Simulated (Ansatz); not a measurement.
BClH9NSi3 (`BN([SiH2][SiH3])[SiH2]Cl`), relaxed with RKS PBE0-D4/def2-TZVP in Ansatz 0.2.0 from a PBE-D4/def2-SVP geometry. The force threshold is 0.005 eV/Å; the program also tests the step.

The species carries charge 0 and has multiplicity 1.

Start:

```xyz
15

B     1.077   -1.979    0.584
N     0.698   -0.611    0.479
Si   -0.949   -0.041    0.940
Si   -2.033    1.034   -0.860
Si    1.841    0.537   -0.235
Cl    1.423    0.761   -2.267
H     2.195   -2.316    0.229
H     0.292   -2.797    1.028
H    -1.729   -1.238    1.397
H    -0.814    0.932    2.082
H    -1.352    2.329   -1.208
H    -3.442    1.337   -0.419
H    -2.080    0.140   -2.067
H     3.238    0.033   -0.085
H     1.636    1.880    0.401
```

| step | energy (eV) | largest force (eV/Å) | largest move (Å) |
| --- | --- | --- | --- |
| 1 | -38456.8732 | 0.483 | 0.000 |
| 2 | -38456.9357 | 0.315 | 0.039 |
| 3 | -38456.9447 | 0.073 | 0.033 |
| 4 | -38456.9460 | 0.061 | 0.022 |
| 5 | -38456.9465 | 0.020 | 0.011 |
| 6 | -38456.9467 | 0.011 | 0.012 |
| 7 | -38456.9473 | 0.012 | 0.027 |
| 8 | -38456.9479 | 0.027 | 0.080 |
| 9 | -38456.9481 | 0.013 | 0.010 |
| 10 | -38456.9482 | 0.008 | 0.011 |
| 11 | -38456.9482 | 0.008 | 0.012 |
| 12 | -38456.9482 | 0.004 | 0.005 |

End:

```xyz
15

B     1.068   -1.956    0.550
N     0.684   -0.598    0.457
Si   -0.929   -0.055    0.931
Si   -2.031    1.036   -0.830
Si    1.811    0.532   -0.227
Cl    1.562    0.641   -2.264
H     2.166   -2.278    0.189
H     0.304   -2.768    0.985
H    -1.693   -1.249    1.368
H    -0.802    0.887    2.078
H    -1.304    2.271   -1.225
H    -3.391    1.413   -0.355
H    -2.156    0.139   -2.008
H     3.197    0.105    0.043
H     1.516    1.880    0.310
```

It took 34 s on 4 threads of an AMD EPYC 9R45 on a shared host, with 1 GiB of host memory at the peak.
